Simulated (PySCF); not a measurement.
## Sb⁺: excitation energy

Sb⁺ [Kr] 4d10 5s2 5p2 (3P) → Sb⁺ [Kr] 4d10 5s1 5p3 (5S), as a difference of total energies. Calculation: PySCF 2.14, in x2c-QZVPPall with one added diffuse shell each of s, p, d, f type (14s10p8d5f1g, 128 functions); the spin-free X2C one-electron Hamiltonian (Gaussian nucleus). Correlated levels: valence: [Kr] 4d10 frozen; valence and next inner shell: [Ar] 3d10 frozen. The calculations carry no spin-orbit coupling.

Question: Order these methods by the excitation energy they give, lowest first.
A. PBE0
B. r2SCAN
C. UHF
D. revPBE

Answer: C (4.127 eV), B (5.695 eV), A (6.034 eV), D (6.319 eV).

Errors of the correlated levels include the incompleteness of this basis and the frozen core.

For comparison: 5.897 eV (measured; NIST levels, between the centres of gravity of the two terms).
